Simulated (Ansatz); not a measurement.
Reactions of C₂HCl₂F, SMILES `FC=C(Cl)Cl`.

Isolated molecules relaxed with PBE0-D4/def2-TZVP in Ansatz; ΔE leaves out vibrations. CCSD(T)/CBS is the MP2 limit (def2-TZVPP, def2-QZVPP) plus CCSD(T) − MP2 in def2-TZVPP, frozen cores. This one scheme is used for every species, atoms too. Double bonds are as drawn, so ΔE can hold a change between cis and trans. Open shells (•) are unrestricted, without spin–orbit coupling. Spin–orbit coupling would lower the free atoms: a little for C, Cl, F. Elements past krypton have def2 core potentials. For Br, I outer-core shells are correlated without core-valence functions, so the limit isn't a true one: a few kJ/mol of doubt a bond, and 10 to 20 or more in all where bonds break to atoms. Scalar relativity is left out up to krypton.

Order these by ΔE at CCSD(T)/CBS, lowest first. (Estimate.)
A. `FC=C(Cl)Cl` + H₂ → `F/C=C/Cl` + HCl
B. `FC=C(Cl)Cl` + HBr → `ClC(Cl)=CBr` + H–F
C. `FC=C(Cl)Cl` + HI → `ClC(Cl)=CI` + H–F
D. `FC=C(Cl)Cl` → 2 C• + 2 Cl• + F• + H•
E. `FC=C(Cl)Cl` + H–F → `F/C=C(\F)Cl` + HCl

A (-0.98 eV), C (-0.56 eV), B (-0.40 eV), E (+0.27 eV), D (+22.66 eV).

Largest T1 diagnostic: 0.012, for `F/C=C(\F)Cl`.
